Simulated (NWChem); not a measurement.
System: sulfur trioxide (SO3); SMILES O=S(=O)=O

```xyz
4

O     -1.0192    -1.0192     0.0000
S      0.0000     0.0000     0.0000
O     -0.3731     1.3923     0.0000
O      1.3923    -0.3731     0.0000
```
Atoms are numbered in this order, from 1.

Computed with NWChem. Pople sets run with spherical d functions. Structure relaxed at the PBE0/def2-SVP level. Atomic charges in e: unrestrained fits to the electrostatic potential beside Mulliken populations; the two definitions need not agree.

Problem. What does the run give for Hartree-Fock/6-31G*? Quantities: ESP O1; Mulliken O1; ESP S2; Mulliken S2; ESP O3; Mulliken O3; ESP O4; Mulliken O4; relative RMS misfit of the potential (%).

Solution. 
- ESP O1: -0.51
- Mulliken O1: -0.56
- ESP S2: 1.53
- Mulliken S2: 1.69
- ESP O3: -0.51
- Mulliken O3: -0.56
- ESP O4: -0.51
- Mulliken O4: -0.56
- relative RMS misfit of the potential (%): 22
